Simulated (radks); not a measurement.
Coulomb parameter of the 4f shell of the promethium ion Pm+ in the model configuration [Xe] 4f3.5 5d1.5 6s1, as a second difference U = [E(n + 0.5) + E(n - 0.5) - 2 E(n)] / (0.5)^2 with all orbitals relaxed. "Bare": the charge of the atom changes with n. "Screened": the 5d shell takes up the change at fixed total charge, which measures U(4f,4f) + U(5d,5d) - 2 U(4f,5d). All-electron calculation, scalar-relativistic Kohn-Sham, r2SCAN, spin-unpolarised, spherical densities, finite nucleus; meta-GGA in the generalised Kohn-Sham scheme; Fermi nuclear charge, rms radius 4.962 fm. Program: a radial shooting solver on a logarithmic mesh with Libxc functionals.

case	configuration	E - E(n) (eV)
start	[Xe] 4f3.5 5d1.5 6s1	0.000
bare +0.5	[Xe] 4f4 5d1.5 6s1	-6.392
bare -0.5	[Xe] 4f3 5d1.5 6s1	10.266
screened +0.5	[Xe] 4f4 5d1 6s1	-3.100
screened -0.5	[Xe] 4f3 5d2 6s1	4.374

U(bare) = 15.495 eV, U(screened by 5d) = 5.095 eV, against the Slater integral F0(4f,4f) = 27.444 eV with frozen orbitals.
